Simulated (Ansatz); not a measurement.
Isolated molecules relaxed with PBE0-D4/def2-TZVP in Ansatz; ΔE leaves out vibrations. CCSD(T)/CBS adds triple-zeta CCSD(T) − MP2 to the extrapolated MP2 energy (def2 sets, frozen cores). This one scheme is used for every species. Functionals use def2-TZVPP. B3LYP here is the variant with VWN-RPA as its local correlation; programs differ in this. HSE06 is defined as in plane-wave codes. Each species was taken in one conformer, which may not be the lowest.

Consider the substitution at a C–C bond: `O=CCS` + silanol → `[SiH3]OCS` + `C=O`.

`O=CCS`:

Cartesian coordinates in Å:
```
O -1.050 1.362 0.211
C -0.729 0.272 0.590
C 0.361 -0.573 -0.003
S 1.203 0.167 -1.410
H -1.242 -0.204 1.450
H 1.070 -0.792 0.804
H -0.089 -1.532 -0.281
H 0.475 1.299 -1.362
```

`O[SiH3]`:

Z-matrix (Å, degrees):
```
Si
O 1 1.648
H 1 1.489 2 111.7
H 1 1.489 2 111.7 3 120.9
H 1 1.481 2 105.9 3 -119.6
H 2 0.957 1 117.9 3 -60.5
```

`[SiH3]OCS`:

Z-matrix (Å, degrees):
```
Si
O 1 1.649
H 1 1.479 2 106.2
H 1 1.489 2 110.5 3 -120.0
H 1 1.489 2 110.7 3 120.2
C 2 1.400 1 122.5 3 178.9
S 6 1.798 2 112.1 1 179.7
H 6 1.096 2 111.3 1 62.9
H 6 1.095 2 111.0 1 -57.8
H 7 1.343 6 96.4 2 71.5
```

`C=O`:

Z-matrix (Å, degrees):
```
C
O 1 1.195
H 1 1.109 2 122.0
H 1 1.109 2 122.0 3 -180.0
```

```csv
level,ΔE (kJ/mol),difference from CCSD(T)/CBS
PBE-D4,81.5,1.5
BLYP-D4,71.7,-8.3
B3LYP-D4,73.6,-6.4
HSE06-D4,82.1,2.1
CAM-B3LYP-D4,75.2,-4.8
ωB97X-V,76.3,-3.7
ωB97M-V,78.8,-1.2
PBE-QIDH,84.3,4.3
r2SCANh,84.6,4.6
r2SCAN0,84.7,4.7
CAM-B3LYP,76.5,-3.5
LC-ωPBE,82.9,2.9
CCSD/def2-SVP,65.0,-15.0
CCSD/def2-TZVPP,75.7,-4.3
HF/def2-QZVPP,66.5,-13.5
MP2/CBS(def2),86.6,6.6
CCSD(T)/CBS,80.0,0
```

Question: What do rigid-rotor, harmonic-oscillator terms from PBE0-D4/def2-TZVP frequencies (298.15 K, 1 bar) make of the CCSD(T)/CBS value? (Estimate.)

Answer: Ansatz gave: ΔZPE = -1.8 kJ/mol, ΔH = +79.9 kJ/mol, ΔS = 7 J/(mol·K), ΔG = +77.7 kJ/mol. Modes under 50 cm⁻¹ make the entropy rough.

Largest T1 diagnostic among the species: 0.015.

In def2-TZVPP, CCSD(T) changes the Hartree–Fock value by +9.8 kJ/mol (the triples alone add +1.3 kJ/mol) and MP2 by +16.4 kJ/mol. Leaving LDA and LC-ωPBE aside and taking each functional with its dispersion term where it has one, the values spread over 12.6 kJ/mol, from BLYP-D4 to PBE-QIDH. LDA lies +10.7 kJ/mol from PBE without D4.
